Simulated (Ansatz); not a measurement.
A run for Ansatz (a first-principles code): R-PBE0/def2-TZVPP on H2O (SMILES O).

Ansatz 0.2 input:
```yaml
crystal:
  periodic: [false, false, false]
  atoms:
    - {symbol: O, position_ang: [-0.00000000, 0.00000000, 0.38961139]}
    - {symbol: H, position_ang: [0.00000000, 0.76498632, -0.19485569]}
    - {symbol: H, position_ang: [0.00000000, -0.76498632, -0.19485569]}
basis:
  gaussian:
    orbitals: def2-TZVPP
hamiltonian:
  xc: {name: PBE0}
scf: {lower_state_search: off}
```

Output:

```
WARN ansatz: RAYON_NUM_THREADS=4 ignored (pool sized by the plan → 4); use --threads N
Functional definition: PBE0
these checks for a lower state are left out or cut short: stability, starts, cluster_reference, orbital_swaps, neighbouring_geometries, increment
integrals: 0.00 GiB planned
269 factors; their error is unknown
mean field: 0.10 GiB planned
mean field evaluation 1: about -2074.5267 eV, gradient 5.0e1 eV
mean field evaluation 2: about -2069.5928 eV, gradient 7.3e1 eV
mean field evaluation 4: about -2078.4201 eV, gradient 1.8e-1 eV
mean field evaluation 8: about -2078.4265 eV, gradient 1.8e-3 eV
mean field -2078.42649973 eV, -76.3807650569 hartree, gradient 2.0e-6 eV, S^2 0.000000; 0 other end points of the search recorded, 0 dependent functions left out
reference -2078.42651430 eV, -76.3807655924 hartree; 5, 5 occupied and 54, 54 virtual orbitals, 269 factors
Total energy: -2078.42651430 eV, -76.3807655924 hartree
Checks for a lower state left out: stability, starts, cluster_reference, orbital_swaps, neighbouring_geometries, increment
```

The run converged.

Cost: roughly 0.4 core-seconds.
